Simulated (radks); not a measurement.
Problem. These are the eigenvalues of the occupied orbitals of an atom or ion with whole-number occupations (eV). Calculated with a radial shooting solver on a logarithmic mesh with Libxc functionals: scalar-relativistic Kohn-Sham, SOGGA, spin-unpolarised, spherical densities, finite nucleus; Fermi nuclear charge, rms radius of each element as measured or else 0.836 A^(1/3) + 0.57 fm.

| orbital | eigenvalue |
|---|---|
| 1s | -24192.74 |
| 2s | -3568.039 |
| 2p | -3203.941 |
| 3s | -677.0459 |
| 3p | -557.3590 |
| 3d | -367.0963 |
| 4s | -125.8539 |
| 4p | -91.2685 |
| 4d | -41.5168 |

Which element is it, and in what charge state? The configuration may be excited.

Solution. Z = 46, palladium, charge +3: Pd3+ in [Kr] 4d7. The list shows which subshells hold electrons but not how many an open one holds; the 1s level, -889.07 hartree, gives Z - s = 42.2 by -(Z - s)^2/2, which with screening and relativity narrows Z to a few neighbours, and the depths of the outer levels then fix element, charge and occupations together.
